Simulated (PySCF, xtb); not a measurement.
B(OH)(NH2)(NMe2) (C2H9BN2O), SMILES CN(C)B(N)O. One conformer was computed; it need not be the lowest.

Harmonic wavenumbers (cm⁻¹) from GFN2-xTB in xtb at its own minimum, in rising order: 87, 97, 153, 218, 273, 289, 361, 408, 434, 440, 457, 532, 707, 830, 952, 1028, 1055, 1100, 1126, 1178, 1220, 1313, 1395, 1417, 1439, 1482, 1487, 1498, 1512, 1530, 2873, 2879, 2920, 2929, 3014, 3049, 3544, 3587, 3664.

Question: What does PBE-D3(BJ)/def2-SVP (PySCF) give at its own minimum? (An estimate is asked for; the answer gives what the named calculation found.)

Answer: 102, 120, 204, 223, 268, 313, 354, 396, 419, 454, 477, 612, 698, 868, 961, 1017, 1049, 1080, 1129, 1202, 1239, 1357, 1388, 1394, 1400, 1415, 1419, 1430, 1498, 1545, 2886, 2897, 2934, 2948, 3044, 3064, 3545, 3649, 3771. Paired by order, the mean absolute difference is 27 cm⁻¹ and the zero-point energies are 77.9 and 78.3 kcal/mol.
